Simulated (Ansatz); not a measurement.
Isolated molecules relaxed with PBE0-D4/def2-TZVP in Ansatz; ΔE leaves out vibrations. CCSD(T)/CBS adds triple-zeta CCSD(T) − MP2 to the extrapolated MP2 energy (def2 sets, frozen cores). Functionals use def2-TZVPP. For Se outer-core shells are correlated without core-valence functions, which leaves a few kJ/mol of doubt a bond. Scalar relativity is left out up to krypton. One conformer a species, not always the lowest.

Consider the redistribution: `[CH3][AlH][Se]C` + `C[SiH2][NH][AlH2]` → `[CH3][AlH][NH][SiH2]C` + `C[Se][AlH2]`.

`[CH3][AlH][Se]C`:

Z-matrix (Å, degrees):
```
C
Al 1 1.950
H 1 1.096 2 110.2
H 1 1.093 2 112.7 3 119.7
H 1 1.093 2 111.2 3 -118.5
Se 2 2.311 1 120.8 3 -89.8
H 2 1.585 1 124.2 3 89.0
C 6 1.964 2 100.3 1 -1.2
H 8 1.088 6 106.6 2 168.2
H 8 1.087 6 110.7 2 49.3
H 8 1.087 6 110.1 2 -73.0
```

`C[SiH2][NH][AlH2]`:

Cartesian coordinates in Å:
```
C -1.685 1.134 -0.005
Si -0.166 0.399 0.795
N 1.026 -0.102 -0.356
Al 1.668 -1.731 -0.680
H -2.410 1.440 0.755
H -1.428 2.018 -0.595
H -2.167 0.412 -0.668
H 0.399 1.410 1.736
H -0.532 -0.815 1.573
H 1.420 0.649 -0.908
H 2.783 -1.869 -1.797
H 1.091 -2.946 0.150
```

`[CH3][AlH][NH][SiH2]C`:

```xyz
15

C     0.466    2.433    2.084
Al   -0.348    1.522    0.565
N     0.451    0.090   -0.141
Si   -0.025   -0.880   -1.489
C    -0.399   -2.650   -1.022
H     1.376    1.943    2.440
H     0.725    3.465    1.825
H    -0.231    2.492    2.926
H    -1.713    1.979   -0.097
H     1.320   -0.196    0.294
H    -1.237   -0.239   -2.067
H     1.041   -0.897   -2.536
H     0.478   -3.134   -0.583
H    -1.213   -2.700   -0.295
H    -0.691   -3.228   -1.904
```

`C[Se][AlH2]`:

```xyz
8

C     0.245    1.394    0.293
Se    1.025    0.088   -0.949
Al   -0.259   -1.743   -0.412
H    -0.148    2.224   -0.290
H     1.033    1.745    0.956
H    -0.553    0.939    0.875
H    -1.360   -1.554    0.713
H     0.016   -3.094   -1.185
```

| level | ΔE (kJ/mol) |
| --- | --- |
| r2SCAN-D4 | -0.6 |
| CCSD/def2-TZVPP | 0.1 |

Task: What does CCSD(T)/CBS give? (An estimate is asked.)

Result: Ansatz gave: -0.1 kJ/mol. The listed levels differ from it by -0.5, 0.2 kJ/mol.

Largest T1 diagnostic among the species: 0.011.
